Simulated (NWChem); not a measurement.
Species: C₄H₇ cation

```xyz
11

C     -1.1552     0.8111     0.0014
C     -0.0004     0.0375    -0.0031
C      1.1754     0.7792     0.0030
C     -0.0176    -1.4603    -0.0061
H     -2.1526     0.3545     0.0336
H     -1.1088     1.9060    -0.0192
H      2.1601     0.2954     0.0364
H      1.1594     1.8750    -0.0177
H     -0.9558    -1.8527     0.4073
H      0.0773    -1.8341    -1.0384
H      0.8197    -1.8704     0.5748
```
Atoms are numbered in this order, from 1.

STO-3G and 3-21G are far too small for this property and stand as cheap habits. The geometry was optimised at PBE0/def2-SVP.

Q: Give the principal values of the shielding tensors (ppm) of C1, C2, C3, C4 from Hartree-Fock/STO-3G, GIAO (NWChem), with their diamagnetic and paramagnetic parts as GIAO splits them.

A: 
```json
[
 {"atom": "C1", "σ11": "-87.2", "σ22": "-10.0", "σ33": "208.9", "isotropic": "37.2", "diamagnetic": "250.4", "paramagnetic": "-213.2"},
 {"atom": "C2", "σ11": "20.3", "σ22": "75.4", "σ33": "223.7", "isotropic": "106.5", "diamagnetic": "251.9", "paramagnetic": "-145.4"},
 {"atom": "C3", "σ11": "-88.6", "σ22": "-11.3", "σ33": "209.8", "isotropic": "36.7", "diamagnetic": "250.4", "paramagnetic": "-213.8"},
 {"atom": "C4", "σ11": "212.1", "σ22": "212.3", "σ33": "234.1", "isotropic": "219.5", "diamagnetic": "245.9", "paramagnetic": "-26.3"}
]
```
